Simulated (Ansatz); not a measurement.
Consider the formal exchange of groups at a B–C bond: `BC(Cl)BN` + `C[SiH2]Cl` → `NBC[SiH2]Cl` + `BCCl`.

Computed with Ansatz on PBE0-D4/def2-TZVP structures; ΔE is electronic, products minus reactants. CCSD(T)/CBS is the MP2 limit (def2-TZVPP, def2-QZVPP) plus CCSD(T) − MP2 in def2-TZVPP, frozen cores. Functionals use def2-TZVPP. B3LYP here is the variant with VWN-RPA as its local correlation; programs differ in this. One conformer a species, not always the lowest.

(1) Is it downhill or uphill in electronic energy at CCSD(T)/CBS, and by how much? (Estimate.)

(2) What do these levels give: PBE0-D4, B3LYP-D4, ωB97M-V, B2PLYP, r2SCAN, B3LYP, MP2/def2-TZVPP, SCS-MP2/def2-TZVPP, CCSD/def2-TZVPP, HF/def2-QZVPP, MP2/def2-QZVPP, SCS-MP2/def2-QZVPP? (Best estimate.)

Largest T1 diagnostic among the species: 0.012.

Results:

(1) The calculation gave: Nearly level: ΔE = +0.2 kcal/mol.

(2) Computed: PBE0-D4 0.0, B3LYP-D4 0.2, ωB97M-V 0.0, B2PLYP 0.5, r2SCAN 0.6, B3LYP 0.6, MP2/def2-TZVPP 0.3, SCS-MP2/def2-TZVPP 0.2, CCSD/def2-TZVPP 0.1, HF/def2-QZVPP -0.7, MP2/def2-QZVPP 0.2, SCS-MP2/def2-QZVPP 0.1 kcal/mol.

In def2-TZVPP, CCSD(T) changes the Hartree–Fock value by +1.1 kcal/mol (the triples alone add +0.3 kcal/mol) and MP2 by +1.1 kcal/mol.
